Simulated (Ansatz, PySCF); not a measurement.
Process, species as SMILES: [Br][Ge]([Br])[Br] -> [Br][Ge][Br] + Br atom (the Br-Ge bond at the site shown breaks; other sites are not compared here)
Structures are relaxed separately at B3LYP-D3(BJ)/def2-TZVP in Ansatz (a program for electronic structure). Frequencies are from Ansatz or PySCF.
Geometry of the first species:
```xyz
4

Ge     0.5264    -0.2236     0.2007
Br    -0.6251    -1.8711    -1.0031
Br    -0.7852     0.4626     2.0168
Br     0.9291     1.6129    -1.1972
```
Charge 0, spin multiplicity 2.

Property: bond dissociation energy (enthalpy at 298 K, with B3LYP-D3(BJ) rigid-rotor harmonic-oscillator terms), in kcal/mol. Valence correlation only, unless marked. UHF or UKS for open shells. No spin-orbit coupling. The frozen core is the preceding noble-gas configuration, with the filled d and f shells of earlier blocks. Non-relativistic. CBS(X,Y): correlation extrapolated as X^-3; Hartree-Fock from the larger set.

```
level                        program  bond dissociation energy (kcal/mol)
--------------------  --------------  -----------------------------------
HF/aug-cc-pVDZ                Ansatz                                 25.6
r2SCAN-D4/def2-TZVPD  Ansatz + dftd4                                 46.0
SCS-MP2/6-31G                 Ansatz                                 20.5
SCS-MP2/6-31G*                Ansatz                                 34.3
SCS-MP2/aug-cc-pVDZ           Ansatz                                 34.9
```

Question: Estimate the value at CCSD(T)/CBS(cc-pVTZ,cc-pVQZ) as computed with Ansatz.

Answer: 41.7 kcal/mol
